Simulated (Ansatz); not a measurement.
One change: `OCB[SiH2]F` becomes `BCB[SiH2]F`.

Ansatz, PBE0-D4/def2-TZVP geometries, multiplicity 1. Each molecule was computed in one conformer, which needn't be the lowest. `OCB[SiH2]F` holds a close contact that its SMILES doesn't draw: H···B 1.47 Å.

```json
{"property": "HOMO–LUMO gap (B3LYP/def2-TZVPP) / eV", "`OCB[SiH2]F`": "6.89"}
{"property": "HOMO–LUMO gap (PBE/def2-TZVPP) / eV", "`OCB[SiH2]F`": "5.01"}
{"property": "size of the dipole moment (ωB97M-V/def2-TZVPP) / D", "`OCB[SiH2]F`": "2.04"}
{"property": "HOMO energy (ωB97M-V/def2-TZVPP) / eV", "`OCB[SiH2]F`": "-10.43"}
{"property": "LUMO energy (PBE0/def2-TZVPP) / eV", "`OCB[SiH2]F`": "-0.92"}
{"property": "HOMO energy (B3LYP/def2-TZVPP) / eV", "`OCB[SiH2]F`": "-7.99"}
```

(1) Give the same properties after the change, and the shifts. (An estimate is asked.)

## Answers

(1) Ansatz gave: 
```
                                          property  `BCB[SiH2]F`  shift
             HOMO–LUMO gap (B3LYP/def2-TZVPP) / eV          5.31  -1.58
               HOMO–LUMO gap (PBE/def2-TZVPP) / eV          3.49  -1.52
size of the dipole moment (ωB97M-V/def2-TZVPP) / D          1.97  -0.07
             HOMO energy (ωB97M-V/def2-TZVPP) / eV        -10.23   0.20
                LUMO energy (PBE0/def2-TZVPP) / eV         -2.39  -1.47
               HOMO energy (B3LYP/def2-TZVPP) / eV         -7.89   0.10
```

With PBE0 the HOMO rises by 0.12 eV and the LUMO falls by 1.47 eV, so the gap narrows by about 1.59 eV. PBE moves the HOMO by 0.01 eV and ωB97M-V by 0.20 eV. The zero-point energy changes by 16.1 kJ/mol with +3 modes. Dipoles are sizes alone; their direction can turn.

Positive LUMOs are unbound, so they and the gaps depend on the basis.

B3LYP here is the variant with VWN-RPA as its local correlation; programs differ in this.
